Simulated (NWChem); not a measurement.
Species: CH3FSTi; SMILES [CH3][Ti]([F])=[S]

Computed with NWChem. Pople sets run with spherical d functions. Structure relaxed at the PBE0/def2-SVP level. B3LYP is NWChem's, with the RPA form of VWN correlation.

**Question.** What does the run give for B3LYP/6-31G*? Quantities: highest occupied level (eV); orbital gap (eV); dipole (D).

**Answer.** The highest occupied level (eV) comes out as -6.98 and the orbital gap (eV) is 3.63. The dipole (D) is 4.37.
